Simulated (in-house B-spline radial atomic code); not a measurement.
The numbers below are computed, except where a source is named.
Making a Troullier-Martins s channel for Zr, r_c = 3.6 bohr

Zr, [Kr] 4d2 5s2, non-relativistic LDA (VWN5), spherical and spin-unpolarised, from an all-electron radial atomic-structure program (B-spline basis) (atomic units). The all-electron 5s level is ε = -0.162391 hartree, its outermost node lies just inside 1.51 bohr and its outer maximum at 3.21 bohr.

Inside r_c the pseudo-orbital is u(r) = r^1 exp(p(r)), with p = c0 + c2 r² + c4 r⁴ + … + c12 r¹². The seven coefficients follow from p and its first four derivatives at r_c, from zero curvature of the screened potential at the origin, c4 = −c2²/(2l + 5), and from the norm inside r_c. At r_c the all-electron orbital has P = 0.5619562, P' = -0.0765449, the screened potential V = -0.2873549, V' = 0.1645245, V'' = -0.1445394, and the norm inside is Q = 0.4984238.

Q: What are p, p' and p'' at r_c?

A: p = ln(P/r_c^1) = ln(0.5619562/3.6) = -1.85727. p' = P'/P − 1/r_c = -0.13621 − 0.27778 = -0.41399. The radial equation gives p'' = 2(V − ε) − 2(1) p'/r_c − p'² = -0.24993 − (-0.22999) − 0.17139 = -0.19132. Differentiating, p''' = 2V' + 2(1)p'/r_c² − 2(1)p''/r_c − 2p'p'' = 0.21304, and p'''' = 2V'' − 4(1)p'/r_c³ + 4(1)p''/r_c² − 2(1)p'''/r_c − 2p''² − 2p'p''' = -0.32781.

For a trial c2 the five matching conditions are linear in c0, c6, c8, c10 and c12, and c2 is varied until the norm inside r_c equals Q. The root nearest zero gives:

```csv
n,c_n
0,-2.399892
2,0.2418151
4,-0.0116949
6,-0.002729343
8,0.0003548871
10,-1.644198e-05
12,2.772839e-07
```

Q: Check c4 and p(r_c), and find the screened pseudopotential at the origin.

A: −c2²/5 = -0.0116949, as listed. The terms c_n r_c^n are -2.39989, 3.13392, -1.96429, -5.94119, 10.01175, -6.01145, 1.31388, which sum to -1.85727. Inverting the radial equation, V_l(r) = ε + 1 p'/r + (p'' + p'²)/2, so V_l(0) = ε + (2l + 3) c2 = -0.162391 + 3 × (0.241815) = 0.5631 hartree, finite where the all-electron potential diverges.

Orbitals and screened potentials:

| r (bohr) | P | u | V all-electron | V pseudo |
| --- | --- | --- | --- | --- |
| 0.36 | 0.1676 | 0.03369 | -37.74 | 0.5617 |
| 0.9 | -0.2699 | 0.09844 | -6.423 | 0.5143 |
| 1.44 | -0.04208 | 0.2014 | -2.305 | 0.291 |
| 1.98 | 0.3074 | 0.3523 | -1.09 | -0.1339 |
| 2.52 | 0.5092 | 0.5041 | -0.619 | -0.4652 |
| 3.06 | 0.5768 | 0.5759 | -0.4036 | -0.4306 |
| 3.6 | 0.562 | 0.562 | -0.2874 | -0.2874 |

Logarithmic derivatives P'/P at R = 3.9 bohr, for energies E around ε:

```json
{"E − ε (hartree)": "-0.5", "all-electron": "0.836665", "pseudo": "0.831022"}
{"E − ε (hartree)": "-0.25", "all-electron": "0.467087", "pseudo": "0.46332"}
{"E − ε (hartree)": "-0.1", "all-electron": "0.130416", "pseudo": "0.129099"}
{"E − ε (hartree)": "0", "all-electron": "-0.206673", "pseudo": "-0.206673"}
{"E − ε (hartree)": "0.1", "all-electron": "-0.757717", "pseudo": "-0.763689"}
{"E − ε (hartree)": "0.25", "all-electron": "-3.4201", "pseudo": "-3.77045"}
{"E − ε (hartree)": "0.5", "all-electron": "3.08703", "pseudo": "2.41129"}
```

Q: With P(R) = 0.5335326 and a norm of 0.588728 inside R, what slope in energy does norm conservation fix?

A: d(P'/P)/dE = −2 × (norm inside R)/P(R)² = -4.1364 per hartree·bohr at E = ε, for both atoms, since orbital and norm agree at R. Differences over ±0.1 hartree give -4.4407 (all-electron) and -4.4639 (pseudo), which also hold third-order terms. Half a hartree below ε the two curves differ by -0.0056.
